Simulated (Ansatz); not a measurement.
A structure relaxed at r2SCAN-D4/def2-SVPD in Ansatz, charge -1, doublet:

```xyz
4

Ag   -0.644    1.604   -0.159
Ag   -0.778   -0.973   -1.109
Ag   -0.267   -0.503    1.568
Ag    1.689   -0.128   -0.300
```

Question: Give its formula.

Answer: Ag₄⁻.

Question: Summarise the bond lengths by kind (pairs closer than 1.2 times the sum of covalent radii, bridged metal pairs left out).

Answer: 6 × Ag–Ag 2.73 to 2.91 Å.

In the def2 sets Ag takes a core potential; there is no spin–orbit coupling. The charge -1 doublet is spin-contaminated (final ⟨S²⟩ up to 1.74, 0.75 for a pure state). Another isomer (doublet) lies 0.84 eV lower at PBE0-D4/def2-TZVPD; other spin states weren't run for this one.
